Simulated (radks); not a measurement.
Valence configurations of the tantalum ion Ta2+ (all share [Xe]). Method: scalar-relativistic Kohn-Sham, r2SCAN, spin-polarised, spherical densities, finite nucleus; open shells are filled with parallel spins first (spin-orbit coupling, left out, can overturn this in heavy ions); meta-GGA in the generalised Kohn-Sham scheme; Fermi nuclear charge, rms radius 5.3507 fm; computed with a radial shooting solver on a logarithmic mesh with Libxc functionals. Energies are relative to 4f14 5d3; eigenvalues in eV for spin up.

valence           E (eV)  moment (Bohr magnetons)    e(4f)    e(5d)    e(6p)    e(6s)
4f14 5d3           0.000                        3  -40.420  -19.201        -        -
4f14 5d1 6s2       3.517                        1  -46.992  -22.740        -  -21.163
4f14 5d2 6s1       0.570                        3  -43.619  -21.203        -  -20.631
4f14 5d2 6p1       7.214                        3  -45.066  -22.211  -14.569        -
4f14 5d1 6p2      15.340                        3  -49.697  -25.009  -16.369        -
4f14 5d2.5 6p0.5   3.499                        3  -42.748  -20.735  -13.524        -
4f13 5d4          23.913                        5  -49.807  -21.139        -        -
4f13.5 5d3.5      11.205                        4  -45.049  -20.181        -        -
4f12 5d3 6p2      76.433                        7  -69.776  -29.699  -17.167        -
4f11 5d3 6s1 6p2  123.44                        9  -84.359  -34.204  -18.544  -27.071

NIST lists [Xe] 4f14 5d3 as the ground configuration; this level of theory agrees among the configurations tried. The energies are those of spherical high-spin densities, not of single terms.
